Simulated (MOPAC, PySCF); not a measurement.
H$_{4}$O$_{2}$Si$_{2}$, SMILES `O[Si](O)=[SiH2]` (H–O–Si–Si torsion -19°, Si–Si–O–H torsion -165°), neutral singlet in the gas phase. 

Cartesian coordinates (Å):
SMILES: O[Si](O)=[SiH2]
```xyz
8

O     -1.2558     1.1880    -0.2306
Si    -0.3034    -0.1386    -0.0853
O     -1.3280    -1.3933    -0.2148
Si     1.9326    -0.2046    -0.3166
H     -0.8177     2.0427    -0.1547
H     -2.2666    -1.1963    -0.3177
H      2.0023     1.0041     0.6014
H      2.0366    -1.3020     0.7183
```
Charge 0, multiplicity 1.

All levels are single points at this geometry (r2SCAN-D4/def2-TZVP); Pople sets use spherical d functions. Orbital energies aren't observables, and empty levels follow the basis.

| level | HOMO (eV) | LUMO (eV) | gap (eV) | dipole (D) | vertical IE, Delta-SCF (eV) |
|---|---|---|---|---|---|
| PBE-D3(BJ)/def2-TZVP in PySCF | -5.29 | -2.20 | 3.09 | 3.16 | 8.13 |
| r2SCAN-D4/def2-TZVP in PySCF | -5.46 | -2.08 | 3.38 | 3.28 | 8.09 |
| B3LYP/6-311+G** in PySCF | -6.09 | -1.86 | 4.23 | 3.00 | – |
| B3LYP/6-31G* in PySCF | -5.83 | -1.50 | 4.33 | 3.59 | 8.08 |
| B3LYP/LANL2DZ in PySCF | -6.07 | -1.97 | 4.10 | 3.08 | – |
| AM1 in MOPAC | -7.22 | -1.51 | 5.71 | 4.10 | – |
